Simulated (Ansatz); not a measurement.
Mean bond length (Å) of eight halogen compounds: PBE-D3(BJ) beside B3LYP-D3(BJ), computed with Ansatz (a first-principles code) for isolated molecules in the bases named; differences from unrounded values. The eight are the first of their class met in an unordered collection, after screening for sound electronic states; none was chosen by its value. Each level has its own optimised geometry.

```tsv
molecule	basis	B3LYP-D3(BJ)	PBE-D3(BJ)	difference
C4H6ClF, SMILES F[C@@H]1CC[C@H]1Cl	def2-SVP	1.327	1.332	0.006
1,1-dichlorobuta-1,3-diene (C₄H₄Cl₂), SMILES C=CC=C(Cl)Cl	def2-SVP	1.332	1.338	0.006
C4H4F2, SMILES C=C(F)/C=C\F	def2-SVP	1.242	1.249	0.007
1-bromo-1,1-dichloroethane (C₂H₃BrCl₂), SMILES C(Cl)(Cl)(Br)C	def2-SVP	1.482	1.487	0.005
3-bromo-1,1-difluoropropa-1,2-diene (C3HBrF2), SMILES FC(F)=C=CBr	def2-SVP	1.376	1.383	0.007
C5H5F, SMILES C=CC=C=CF	def2-SVP	1.226	1.233	0.008
(1E)-1-bromobuta-1,3-diene (C4H5Br), SMILES C(=C\Br)/C=C	def2-SVP	1.278	1.284	0.006
1-fluorocyclopenta-1,3-diene (C5H5F), SMILES FC1=CC=CC1	def2-SVP	1.272	1.278	0.006
```

PBE-D3(BJ) lies below B3LYP-D3(BJ) in 0 and above it in 8 of the eight; the mean signed difference is 0.006 and the largest 0.008 Å.
